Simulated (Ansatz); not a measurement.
Cost and result for the atomization energy of BrFGe, SMILES `[F][Ge][Br]` (3 atoms, 2 bonds).

Cartesian coordinates in Å:
```
F 1.3707 0.5985 -0.0695
Ge 0.3071 -0.6426 0.5516
Br -1.6778 0.0440 -0.4821
```

Charge 0, multiplicity 1. Correlated methods include outer-core shells of Br, Ge, which these sets cover unevenly. Scalar relativity is left out up to krypton. Geometry: relaxed with PBE0-D4/def2-TZVP. Program: Ansatz. All runs use 4 threads of an Arm Neoverse V1 on a shared host. Times are those of one run each, without the atoms' runs, and a repeat can differ threefold. Electronic energies, without spin–orbit coupling; frozen cores. CCSD(T)/CBS adds CCSD(T) − MP2 in def2-TZVPP to the MP2 limit, and its time is that of the two runs behind it. T1 = 0.012. With those shells the extrapolation isn't a true limit.

CCSD(T)/CBS is a level of theory with its own doubt, some kJ/mol a heavy atom from the limit and from the frozen cores, so smaller differences don't rank the functionals.

```tsv
level	functions	wall time	atomization (kJ/mol)	difference from CCSD(T)/CBS	per bond
BLYP-D4/def2-TZVPP	127	0.65 s	910.7	7.9	3.9
PBE-D4/def2-TZVPP (with forces)	127	0.85 s	932.4	29.6	14.8
PBE0-D4/def2-TZVPP	127	1.1 s	882.8	-20.0	-10.0
CCSD(T)/def2-SVP	78	1.1 s	797.9	-104.9	-52.5
PBE-QIDH/def2-TZVPP	127	1.9 s	872.1	-30.7	-15.4
r2SCAN-D4/def2-TZVPP (with forces)	127	2 s	903.4	0.6	0.3
r2SCANh-D4/def2-TZVPP	127	2 s	885.1	-17.7	-8.8
ωB97X-V/def2-TZVPP	127	2.7 s	894.7	-8.1	-4.1
B97M-V/def2-TZVPP	127	3 s	899.3	-3.5	-1.8
ωB97M-V/def2-TZVPP (with forces)	127	3.9 s	884.4	-18.4	-9.2
MP2/def2-QZVPP	235	4.9 s	930.4	27.6	13.8
CCSD(T)/def2-TZVPP	127	5 s	859.2	-43.6	-21.8
CCSD(T)/CBS(def2)	–	9.8 s	902.8	0.0	0.0
```

From r2SCAN to r2SCAN0 (25 % exact exchange), in def2-TZVPP and without D4, the atomization energy moves by −44.4 kJ/mol: exact exchange takes away binding that semilocal exchange gives to molecules. Leaving LDA and LC-ωPBE aside and taking each functional with its dispersion term where it has one, the values, not all of them listed here, spread over 102.3 kJ/mol, from BHLYP-D4 to PBE-D4. LDA lies +146.8 kJ/mol from PBE without D4, its usual overbinding. In def2-TZVPP, CCSD(T) changes the Hartree–Fock value by +276.4 kJ/mol (the triples alone add +27.6 kJ/mol) and MP2 by +321.7 kJ/mol; breaking electron pairs costs correlation energy, which Hartree–Fock lacks.
